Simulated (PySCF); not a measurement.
Species: C3H10BNSi.
Numbering: `[BH2:1][C@H:2]1[CH2:3][CH2:4][NH:5][SiH2:6]1`

Definitions: NICS(0) = −σiso at the ring centroid; NICS(1) = −σiso and NICS(1)zz = −σzz at ±1 Å along the ring normal z. Level: GIAO PBE0/pcSseg-1 (PySCF, non-relativistic, gas phase) on the PBE0-D3(BJ)/def2-SVP geometry, one conformer.

Ring bond lengths (Å), with Mayer bond orders in brackets: C2–C3 1.534 (0.99), C3–C4 1.529 (1.04), C4–N5 1.452 (0.96), N5–Si6 1.730 (1.03), Si6–C2 1.938 (0.80).

Problem. Give the NICS values of each ring in ppm.

Solution. 
```tsv
ring	type	NICS(0)	NICS(1), two faces	NICS(1)zz, two faces	rms pucker (Å)	centre to ring atoms, mean (Å)
C2–C3–C4–N5–Si6	5-membered ring with N and Si; formal bonds all single	-7.0	-4.0 / -2.7	-3.6 / -3.2	0.16	1.37
```

Problem. What do they say, and how far can they be read as aromaticity?

Solution. 
- C2–C3–C4–N5–Si6: mean NICS(1)zz -3.4 ppm, shielded. C2, C3, C4, Si6 have four or more neighbours; no verdict on aromaticity is drawn.

Problem. List the ring angles and the Hirshfeld charges of the ring atoms.

Solution. 
- C2–C3–C4–N5–Si6: C2 101.8° (-0.165 e), C3 110.4° (-0.066 e), C4 106.0° (-0.024 e), N5 114.0° (-0.243 e), Si6 93.0° (+0.380 e); sum 525.2° against 540° for a flat convex ring.

Problem. How do the values depend on the level or the medium?

Solution. 
```csv
level,"NICS(0), C2–C3–C4–N5–Si6","mean NICS(1)zz, C2–C3–C4–N5–Si6"
"PBE0/pcSseg-1, gas",-7.0,-3.4
"PBE0/pcSseg-2, gas",-6.9,-3.1
"PBE0/pcSseg-1, IEF-PCM chloroform",-6.9,-3.4
"PBE0/pcSseg-1, IEF-PCM dichloromethane",-6.9,-3.4
```

The geometry is the same throughout; the continuum's cavity takes Bondi-type radii × 1.2.
